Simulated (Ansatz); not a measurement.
Molecule: sum formula BOCl₂, charge 0, multiplicity 2. It need not be the lowest isomer of its formula. SMILES: [O]B(Cl)Cl
Structure (B3LYP-D3(BJ)/def2-TZVP (Ansatz, an electronic-structure program) minimum search):
```xyz
4

B     -0.3263    -0.1169    -0.1195
Cl     0.1564     1.5204    -0.5290
Cl     0.6475    -1.2323     0.8233
O     -1.5044    -0.5390    -0.5508
```
Charge 0, spin multiplicity 2.

Quantity: atomisation energy (electronic, to ground-state atoms); the coupled-cluster value holds the core correlation from cc-pwCVTZ, in eV. Valence correlation only, unless marked. Open shells are spin-unrestricted. Spin-orbit coupling is left out. Non-relativistic. Basis-set limits of correlation are two-point, X^-3; Hartree-Fock from the larger set (for Q and 5 zeta extrapolated as (X+1)exp(-9√X)).

Level to compare with: CCSD(T)/CBS(cc-pV(Q+d)Z,cc-pV(5+d)Z) plus the core term (Ansatz), 14.80 eV. It is a level with limits of its own, and the differences hold the functionals' basis error too.

**Question.** Rank these functionals by how close they come to CCSD(T)/CBS(cc-pV(Q+d)Z,cc-pV(5+d)Z), closest first: r2SCAN/def2-TZVPD (Ansatz); wB97X-V/def2-TZVPD (Ansatz); SVWN5/def2-TZVPD (Ansatz).

**Answer.** wB97X-V/def2-TZVPD (range-separated hybrid with VV10, 14.87 eV, difference 0.07), r2SCAN/def2-TZVPD (meta-GGA, 15.34 eV, difference 0.54), SVWN5/def2-TZVPD (LDA, 17.88 eV, difference 3.08)
